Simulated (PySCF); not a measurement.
A PySCF script (with the pyscf-properties extension) for the NMR shieldings of SMILES [Si@H](C)(Cl)CC#N, C3H6ClNSi, on a GFN2-xTB geometry:

```python
import basis_set_exchange as bse
import numpy as np
from pyscf import gto, dft
from pyscf.prop import nmr

atoms = """
C    -1.674781    0.272184    0.185969
Si   -0.246352   -0.801475   -0.445478
Cl   -0.485970   -1.198029   -2.418716
C     1.397514    0.187393   -0.285369
C     1.638955    0.566878    1.070782
N     1.807388    0.864029    2.162726
H    -2.624862   -0.250540    0.120466
H    -1.520241    0.551614    1.224307
H    -1.768510    1.189866   -0.391115
H    -0.120120   -2.065714    0.278201
H     2.241197   -0.410911   -0.634009
H     1.356981    1.094019   -0.893791
"""
names = dict.fromkeys(["C", "Si", "Cl", "N", "H"], "pcSseg-1")
basis = {el: gto.basis.parse(bse.get_basis(n, elements=[el], fmt="nwchem")) for el, n in names.items()}
mol = gto.M(atom=atoms, basis=basis, charge=0, verbose=0)
mf = dft.RKS(mol, xc="PBE0")
mf.grids.level = 2
mf.grids.alignment = dft.numint.BLKSIZE   # the property module wants whole blocks of grid points
mf.conv_tol = 1e-9
mf.kernel()

calc = nmr.RKS(mf)   # GIAO
C = mf.mo_coeff
Co = C[:, mf.mo_occ > 0]
resp = mf.gen_response(singlet=True, hermi=2)
def vind(x):   # induced exchange potential for any number of trial vectors
    d = np.einsum("pi,xij,qj->xpq", C, 2 * x.reshape(-1, C.shape[1], Co.shape[1]), Co, optimize=True)
    return np.einsum("xpq,pi,qj->xij", resp(d - d.transpose(0, 2, 1)), C, Co, optimize=True).ravel()
mo1, _ = nmr.rhf.solve_mo1(calc, with_cphf=vind)
sigma = calc.kernel(mo1)
for i, s in enumerate(sigma):   # ppm
    w = np.linalg.eigvalsh((s + s.T) / 2)
    print("%2d %-2s iso %8.1f  s11 %8.1f  s22 %8.1f  s33 %8.1f" % (i, mol.atom_pure_symbol(i), w.mean(), *w))
```

Question: What does it print?

Answer: 
```
 0 C  iso    185.5  s11    177.6  s22    184.6  s33    194.4
 1 Si iso    341.9  s11    301.2  s22    355.8  s33    368.6
 2 Cl iso    961.2  s11    928.7  s22    963.5  s33    991.5
 3 C  iso    180.6  s11    165.0  s22    179.1  s33    197.8
 4 C  iso     66.8  s11    -47.8  s22    -44.3  s33    292.6
 5 N  iso    -30.5  s11   -204.4  s22   -192.7  s33    305.5
 6 H  iso     31.0  s11     26.6  s22     28.2  s33     38.3
 7 H  iso     30.9  s11     25.7  s22     28.8  s33     38.0
 8 H  iso     31.2  s11     27.5  s22     28.7  s33     37.4
 9 H  iso     26.4  s11     22.9  s22     24.6  s33     31.6
10 H  iso     29.8  s11     24.3  s22     29.1  s33     35.9
11 H  iso     29.9  s11     25.4  s22     29.2  s33     35.1
```

These numbers come from an equivalent density-fitted implementation of the same equations, which agrees with the script to about 0.01 ppm for H and up to a few tenths of a ppm for heavy atoms, so last digits may differ.

Question: Turn these shieldings into chemical shifts. Shifts are taken against calculated references (same method and geometry level): TMS for ¹³C (σref 186.93) and ²⁹Si (σref 349.16) and ¹H (σref 31.72); HCl for ³⁵Cl (σref 949.78); ¹⁵N (σref 267.73) against NH3.

Answer: Averaging equivalent atoms: C 4: 120.1; C 3: 6.3; C 0: 1.4; Si 1: 7.3; Cl 2: -11; N 5: 298.3; H 9: 5.35; H 10: 1.95; H 11: 1.78; H 6/7/8: 0.69 ppm. Experimental scales use liquid or dissolved standards, which lie at an offset from isolated NH3 (liquid NH3: subtract about 20 ppm). Unscaled 15N shifts of sp2 nitrogen come out 20 to 40 ppm too high even then.

Size and cost of the density-fitted run: 146 basis functions, 18 s wall time on 1 thread of an Arm Neoverse V1, shared host; peak memory 0.7 GiB.
